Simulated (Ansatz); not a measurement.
Reaction (formal exchange of groups at a Ga–Si bond): `[NH2][GaH][SiH2][SiH3]` + `C#[C][GeH3]` → `C#[C][GeH2][GaH][NH2]` + `[SiH3][SiH3]`

Gas-phase electronic energies from Ansatz, PBE0-D4/def2-TZVP geometries. CBS: MP2 limit from def2 TZ/QZ plus the TZ coupled-cluster correction, frozen cores. DFT in def2-TZVPP. For Ga, Ge outer-core shells are correlated without core-valence functions, which leaves a few kJ/mol of doubt a bond. Scalar relativity is left out up to krypton. Each species was taken in one conformer, which may not be the lowest.

`[NH2][GaH][SiH2][SiH3]`:

Z-matrix (Å, degrees):
```
Si
Ga 1 2.399
Si 1 2.339 2 110.6
H 1 1.492 2 110.9 3 119.8
H 1 1.492 2 111.3 3 -120.5
N 2 1.816 1 117.0 3 103.5
H 2 1.566 1 127.2 3 -74.5
H 3 1.489 1 109.8 2 -60.4
H 3 1.488 1 112.1 2 179.0
H 3 1.489 1 109.9 2 58.4
H 6 1.006 2 124.2 1 2.7
H 6 1.006 2 123.9 1 -178.9
```

`C#[C][GeH3]`:

```xyz
7

C     0.909   -1.712    0.510
C     0.362   -0.682    0.203
Ge   -0.499    0.940   -0.280
H     1.392   -2.622    0.781
H     0.540    2.067   -0.276
H    -1.101    0.777   -1.680
H    -1.603    1.232    0.742
```

`C#[C][GeH2][GaH][NH2]`:

Cartesian coordinates in Å:
```
C -0.675 2.340 2.126
C -0.507 1.202 1.763
Ge -0.246 -0.564 1.092
Ga -0.335 -0.460 -1.343
N 1.143 -1.030 -2.228
H -0.824 3.341 2.460
H -1.349 -1.443 1.709
H 1.108 -1.056 1.636
H -1.531 0.051 -2.210
H 1.977 -1.363 -1.775
H 1.239 -1.016 -3.230
```

`[SiH3][SiH3]`:

```xyz
8

Si   -1.142    0.229   -0.108
Si    1.142   -0.229    0.108
H    -1.927   -0.612    0.835
H    -1.411    1.660    0.192
H    -1.596   -0.060   -1.495
H     1.411   -1.661   -0.189
H     1.597    0.064    1.494
H     1.927    0.609   -0.837
```

Q: Is it downhill or uphill in electronic energy at CCSD(T)/CBS, and by how much? (Best estimate.)

A: Computed: Downhill: ΔE = -0.14 eV.

Q: What do these levels give: r2SCAN-D4, ωB97X-V, B2PLYP, PBE, PBE0, SCS-MP2/def2-QZVPP? (An estimate is asked.)

A: The calculation gave: r2SCAN-D4 -0.11, ωB97X-V -0.13, B2PLYP -0.17, PBE -0.11, PBE0 -0.11, SCS-MP2/def2-QZVPP -0.16 eV.

Largest T1 diagnostic among the species: 0.015.
